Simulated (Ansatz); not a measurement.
Consider the ligand exchange at a Ge–N bond: `[NH2][GeH]([Cl])[Cl]` + H₂S → `[SH][GeH]([Cl])[Cl]` + NH₃.

Isolated molecules relaxed with PBE0-D4/def2-TZVP in Ansatz; ΔE leaves out vibrations. CCSD(T)/CBS adds triple-zeta CCSD(T) − MP2 to the extrapolated MP2 energy (def2 sets, frozen cores). This one scheme is used for every species. DFT in def2-TZVPP. B3LYP here is the variant with VWN-RPA as its local correlation; programs differ in this. HSE06 is defined as in plane-wave codes. For Ge outer-core shells are correlated without core-valence functions, which leaves a few kJ/mol of doubt a bond. Scalar relativity is left out up to krypton. Each species was taken in one conformer, which may not be the lowest.

```csv
level,ΔE (kcal/mol),difference from CCSD(T)/CBS
PBE-D4,-10.1,-2.1
revPBE-D4,-10.0,-2.0
r2SCAN-D4,-8.9,-0.9
B97M-V,-8.9,-0.9
PBE0-D4,-9.5,-1.5
B3LYP-D4,-8.8,-0.8
r2SCANh-D4,-8.8,-0.8
r2SCAN0-D4,-8.7,-0.7
HSE06-D4,-9.6,-1.6
BHLYP-D4,-8.2,-0.2
CAM-B3LYP-D4,-7.2,0.8
ωB97X-V,-7.5,0.5
B2PLYP,-7.9,0.1
PBE-QIDH,-8.4,-0.4
revPBE,-10.0,-2.0
BLYP,-8.7,-0.7
r2SCAN,-8.8,-0.8
PBE0,-9.2,-1.2
B3LYP,-8.2,-0.2
r2SCANh,-8.7,-0.7
r2SCAN0,-8.6,-0.6
HSE06,-9.2,-1.2
BHLYP,-7.3,0.7
LC-ωPBE,-7.2,0.8
RPA@PBE/def2-TZVPP,-6.8,1.2
HF/def2-SVP,-5.1,2.9
MP2/def2-SVP,-6.0,2.0
CCSD/def2-SVP,-5.5,2.5
CCSD(T)/def2-SVP,-5.8,2.2
HF/def2-TZVPP,-5.9,2.1
MP2/def2-TZVPP,-8.0,0.0
SCS-MP2/def2-TZVPP,-7.2,0.8
CCSD/def2-TZVPP,-6.8,1.2
CCSD(T)/def2-TZVPP,-7.2,0.8
HF/def2-QZVPP,-5.8,2.2
MP2/def2-QZVPP,-8.4,-0.4
SCS-MP2/def2-QZVPP,-7.6,0.4
HF/CBS(def2),-5.8,2.2
MP2/CBS(def2),-8.8,-0.8
CCSD/CBS(def2),-7.5,0.5
CCSD(T)/CBS,-8.0,0
```

Largest T1 diagnostic among the species: 0.010.

From BLYP to BHLYP (50 % exact exchange), in def2-TZVPP and without D4, ΔE moves by +1.3 kcal/mol. At CCSD(T), def2-SVP lies +2.2 kcal/mol from the extrapolated value and def2-TZVPP +0.8 kcal/mol. In def2-TZVPP, CCSD(T) changes the Hartree–Fock value by −1.3 kcal/mol (the triples alone add −0.5 kcal/mol) and MP2 by −2.1 kcal/mol.

CCSD(T)/CBS has its own doubt, a few kJ/mol and more with outer-core shells, so smaller differences from it don't rank the levels.
